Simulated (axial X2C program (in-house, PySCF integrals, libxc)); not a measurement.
Low determinants of TaN⁻ at the PBE0 level, without spin–orbit coupling

Computed with an axial X2C code built on PySCF integrals. Spin-free means the one-electron spin-free X2C Hamiltonian. Basis: Ta dyall-acv3z [14s15p10d7f4g], N dyall-av3z [7s7p3d2f] (cores contracted in-house); Gaussian nuclei, density fitting, unrestricted open shells. Masses: Ta 180.948 u, N 14.003 u.

Search at 1.695 Å (vertical energies from the lowest determinant):

```
ΔE (eV)             state  electrons beyond evenly filled partner blocks  electrons in σ, π, δ, φ
   0.00  M_S = 1/2, Λ = 2                                            δ+α               32 32 13 4
   0.94  M_S = 1/2, Λ = 1                                            π+α               32 33 12 4
   1.17  M_S = 3/2, Λ = 3                                   σα, π+α, δ+α               31 33 13 4
   1.25  M_S = 3/2, Λ = 1                                   σα, π-α, δ+α               31 33 13 4
   1.33  M_S = 1/2, Λ = 0                                             σα               33 32 12 4
   1.56  M_S = 3/2, Λ = 2                                    2 × σα, δ+α               32 32 13 4
   1.69  M_S = 1/2, Λ = 1                                   σα, π-β, δ+α               31 33 13 4
```

Lowest determinant, M_S = 1/2, Λ = 2 (beyond evenly filled blocks: δ+α): Re = 1.692 Å, ωe = 1079.6 cm⁻¹.

The determinant in row 2 of the search, M_S = 1/2, Λ = 1 (beyond evenly filled blocks: π+α), was followed along the bond at PBE0; measured from the minimum of the lowest determinant it gives:

Te = 0.934 eV (7530 cm⁻¹), Re = 1.682 Å, ωe = 1091.0 cm⁻¹.

**Question.** Compare the bond of the determinant in row 2 with that of the lowest one.

**Answer.** At PBE0 its Re is 0.010 Å shorter and its force constant, which goes as ωe², is 1.02 times that of the lowest determinant. T0 ≈ Te + Δωe/2 = 7530 + (6) = 7536 cm⁻¹.

The search compares states at one distance, so a state with another bond length can lie lower; it is not exhaustive and yields mostly the lowest determinant of each block pattern, so other components and higher states of one pattern are missing. These are energies of single determinants, not of spin-adapted states; PBE0 term energies can be off by some tenths of an eV, and the functional has no current term. For an anion, determinants above electron detachment are held by the basis set. Spin–orbit coupling is large for these atoms, so the spin-free order is a model. The highest occupied level of some functionals is positive through self-interaction error; at Hartree–Fock it is bound. Row 1 is spin-contaminated (⟨S²⟩ = 0.78 against 0.75), so its values are not those of a pure state. Row 1 has a positive highest level at its minimum. Row 2 has a positive highest level at its minimum.
